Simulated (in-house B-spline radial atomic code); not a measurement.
Ionising B with different functionals

Computed with an all-electron radial atomic-structure program (B-spline basis): scalar-relativistic (spin-free X2C) Hamiltonian, Fermi nucleus of rms radius 2.406 fm, spin-polarised at highest spin, spherical fractional occupations for the functionals, and exact exchange of hybrids averaged over the configuration. The ionisation energy is the difference of two self-consistent energies, [He] 2s2 2p1 → [He] 2s2, without Breit or QED terms; ε is the level of the shell that loses the electron (its least bound occupied spin orbital).

```
   method                    rung  ΔSCF (eV)  -ε(2p) (eV)
     PBE0           global hybrid       8.51         5.25
    B3LYP           global hybrid       8.58         5.02
    TPSSh           global hybrid       8.40         4.47
BHandHLYP           global hybrid       8.46         6.38
  r2SCAN0           global hybrid       8.40         5.28
    B97-1           global hybrid       8.40         4.91
    HSE06  range-separated hybrid       8.50         4.85
    wB97X  range-separated hybrid       8.43         7.66
CAM-B3LYP  range-separated hybrid       8.61         6.67
  LC-wPBE  range-separated hybrid       8.67         8.14
```

Problem. Among the functionals, which spreads more, the ΔSCF values or the orbital energies?

Solution. The orbital energies: ΔSCF values span about 0.27 eV and the orbital energies 3.67 eV; here energy differences depend much less on the functional than eigenvalues do.

Problem. How do they compare with the NIST value?

Solution. NIST lists 8.298 eV (measured, ground level to ground level). Errors run from +0.10 to +0.37 eV; B97-1 is closest (+0.10 eV), but part of that can be cancellation, since the calculations leave out spin-orbit coupling, Breit-QED terms, multiplet and fine-structure energies.
